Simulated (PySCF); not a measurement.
PySCF job for Al(OH)(NH2)2 (AlH₅N₂O), SMILES [NH2][Al]([NH2])[OH], KT2/pcSseg-1. Geometry optimised at B3LYP-D3(BJ)/def2-SVP. A frequency run showed that this geometry is not a minimum. Other conformers were not sampled.

```python
import numpy as np
from pyscf import gto, scf, dft
from pyscf.prop.nmr import rks as nmr

mol = gto.M(
    atom='''
    Al    0.00000000    0.00000000    0.02892110
    O     0.00000000    0.00000002    1.69943796
    H     0.00000000    0.00000002    2.64676492
    N     0.00000000    1.53484898   -0.85999821
    H     0.00000000    2.44877923   -0.41992587
    H     0.00000000    1.63632922   -1.86920827
    N     0.00000000   -1.53484899   -0.85999818
    H     0.00000000   -1.63632925   -1.86920823
    H     0.00000000   -2.44877925   -0.41992583
    ''',
    basis='pcSseg-1',
    charge=0,
    spin=0,
    max_memory=1600,
    verbose=3,
)
mf = dft.RKS(mol, xc='kt2')
mf.grids.level = 3
mf.conv_tol = 1e-10
mf.max_cycle = 100
mf.kernel()
n = nmr.NMR(mf)
n.verbose = 2
n.max_cycle_cphf = 60
sigma = n.kernel()
print('atom   isotropic/ppm   span/ppm')
for i, s in enumerate(sigma):
    w = np.linalg.eigvalsh((s + s.T) / 2)
    print(f'{mol.atom_symbol(i):2s}{i + 1:3d} {w.mean():14.3f} {w[2] - w[0]:11.3f}')
```

Log of the run:

```
converged SCF energy = -435.321977159174
atom   isotropic/ppm   span/ppm
Al  1        464.713     100.357
O   2        346.891      58.509
H   3         29.711      24.835
N   4        268.500      64.874
H   5         31.579      18.959
H   6         31.634      18.130
N   7        268.500      64.874
H   8         31.634      18.130
H   9         31.579      18.959
```

The calculation finished and met its thresholds.

Cost: around 14 core-seconds (rough).
